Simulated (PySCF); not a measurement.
**Dipole response of Tc³⁺ (technetium, charge +3)**

[Kr] 4d4, high-spin 5D determinant. Computed with PySCF 2.14 in aug-cc-pVTZ-PP with one added diffuse shell each of s, p, d, f, g type with ECP28MDF (7s7p6d4f3g, 113 functions), with scalar relativity through the core potential. Coupled (time-dependent) response in atomic units; α is the mean over directions.

```json
{"method": "UHF", "mean α (bohr³)": "5.092", "α xx, yy, zz": "4.873, 4.873, 5.532", "C₆ (like pair)": "22.88", "S(−4)": "5.915"}
{"method": "PBE", "mean α (bohr³)": "5.590", "α xx, yy, zz": "5.361, 5.361, 6.047", "C₆ (like pair)": "25.30", "S(−4)": "8.258"}
{"method": "PBE0", "mean α (bohr³)": "5.405", "α xx, yy, zz": "5.181, 5.181, 5.853", "C₆ (like pair)": "24.42", "S(−4)": "7.307"}
```

S(−4) is the Cauchy moment in α(ω) = α(0) + S(−4) ω² + …

Spin-orbit coupling is absent.

α(iu) at PBE:

| u (hartree) | α(iu) (bohr³) |
| --- | --- |
| 0 | 5.590 |
| 0.0500 | 5.569 |
| 0.100 | 5.509 |
| 0.200 | 5.292 |
| 0.300 | 4.989 |
| 0.500 | 4.317 |
| 0.750 | 3.561 |
| 1.00 | 2.950 |
| 1.50 | 2.073 |
| 2.00 | 1.504 |
| 3.00 | 0.8650 |
| 5.00 | 0.3745 |

A single London oscillator, α(iu) = α/(1 + u²/ω²), gives C₆ = (3/4) ω α². Matching the computed C₆ needs ω = 4 × 25.30 / (3 × 5.590²) = 1.08 hartree.

For an ion, C₆ is the dispersion term alone; charge-induced terms of lower order in 1/R come first.

The components differ because the open shell of this determinant is not spherical; for a pure term their mean is the scalar polarisability.

Energies and moments cover only the electrons outside the core potential.
